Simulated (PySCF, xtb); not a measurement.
C5H6O2, SMILES C#C[C@H](C)C(=O)O. One conformer was computed; it need not be the lowest.

Harmonic wavenumbers (cm⁻¹) from GFN2-xTB (xtb) at its own minimum, in rising order: 38, 116, 167, 191, 229, 354, 390, 494, 592, 609, 661, 666, 721, 828, 924, 1033, 1096, 1099, 1139, 1194, 1246, 1281, 1403, 1481, 1487, 1801, 2289, 2935, 3043, 3049, 3056, 3398, 3443.

Problem. What does B3LYP-D3(BJ)/def2-SVP run with PySCF give at its own minimum? (The exact figures need the calculation; the answer reports its results.)

Solution. 30, 143, 210, 234, 267, 422, 435, 557, 568, 638, 696, 705, 739, 827, 910, 1032, 1105, 1116, 1194, 1275, 1305, 1387, 1399, 1462, 1467, 1867, 2231, 3021, 3055, 3148, 3152, 3472, 3748. Paired by order, the mean absolute difference is 50 cm⁻¹ and the zero-point energies are 60.7 and 62.6 kcal/mol.
